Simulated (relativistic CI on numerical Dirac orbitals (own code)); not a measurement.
Hyperfine structure of Ni³⁺, mass number 61

Method of calculation: Dirac-Coulomb-Breit CI, KLI orbitals optimised for each configuration, model QED (radiative potential, 1s self-energy scaled to tabulated hydrogen-like ionisation energies), valence Slater integrals scaled by 0.85, P86 correlation energy added to each configuration (own radial code, finite nucleus).

CI space (outside the closed core [Ne] 3s2): 3p6 3d7, 3p6 3d6 4s, 3p6 3d6 4p, 3p6 3d6 4d, 3p6 3d6 5s, 3p6 3d5 4s2, 3p6 3d6 5p, 3p5 3d8, 3p6 3d6 4f, 3p6 3d6 5d, 3p6 3d5 4s 4p, 3p6 3d6 5g, 3p4 3d9. Levels of other configurations are missing.

Nuclear spin I = 3/2, μ = -0.74965 μN, Q = 0.162 b (tables of Stone and Pyykkö). The electronic factors are computed for point nuclear moments, without core polarisation; leaving it out makes A of s and p electrons in near-neutral atoms 20 to 40 % too small, and it can dominate for d and f shells.

| Level | E (cm⁻¹) | A (MHz) | B (MHz) |
| --- | --- | --- | --- |
| 3p6 3d7 4F_9/2 | 0.0 | -254.1 | 84 |
| 3p6 3d7 4F_7/2 | 1148.0 | -272.7 | 57.1 |
| 3p6 3d7 4F_5/2 | 1969.5 | -329.9 | 40.9 |
| 3p6 3d7 4F_3/2 | 2525.1 | -533.7 | 40.7 |
| 3p6 3d7 4P_5/2 | 17090.4 | -118.2 | -114 |
| 3p6 3d7 4P_3/2 | 17385.7 | -196.5 | 89 |
| 3p6 3d7 4P_1/2 | 17921.3 | 312.2 |  |
| 3p6 3d7 2G_9/2 | 19054.6 | -321.1 | -63.9 |

Levels with J = 0, under 50 % of one LS term, or S terms without an open s electron are left out. Small factors come from cancelling terms and can be off by tens of per cent or more.

Correlation outside the listed configurations is missing or only estimated: errors of thousands of cm⁻¹ between configurations and terms are usual at this charge. Rates and lifetimes follow the computed energies and can be off by large factors. The fine structure of a lone outer electron comes out too small, for d and f at times inverted, and misplaced configurations move strength between like terms. 50 of the 54 excited levels that our extract of the measured tables holds in this range could be paired (the sources list more); they are missed by 1145 cm⁻¹ on average and 4677 at most, and levels without a partner can miss by more.

(1) Give the hyperfine levels of 3p6 3d7 4F_9/2 relative to its centre of gravity.

Results:

(1) With K = F(F + 1) − I(I + 1) − J(J + 1), E = AK/2 + B[¾K(K + 1) − I(I + 1)J(J + 1)]/[2I(2I − 1)J(2J − 1)]: F = 3: 2135, F = 4: 1062, F = 5: -225.6, F = 6: -1694 MHz.
